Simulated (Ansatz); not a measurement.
Z-matrix (Å, degrees):
```
B
As 1 1.972
H 1 1.194 2 117.7
H 1 1.195 2 121.3 3 171.6
N 2 1.855 1 107.5 3 154.9
H 2 1.518 1 98.3 3 51.9
H 5 1.010 2 110.2 1 119.3
H 5 1.011 2 113.0 1 -2.4
```

Charge 0, multiplicity 1.

(1) List the B3LYP/def2-TZVPP orbital energies in eV (Ansatz). (Estimate.)

## Answers

(1) Computed: Occupied: -11588.18, -1465.04, -1309.61, -1309.59, -1309.57, -389.43, -190.24, -184.10, -137.44, -137.37, -137.29, -44.65, -44.61, -44.53, -44.48, -44.46, -23.39, -17.03, -13.60, -13.16, -10.94, -9.98, -9.49, -7.33, -6.83. Lowest empty: -2.22, 0.02, 0.97, 1.53, 1.80, 2.46, 2.96, 3.14.

B3LYP here is the variant with VWN-RPA as its local correlation; programs differ in this.
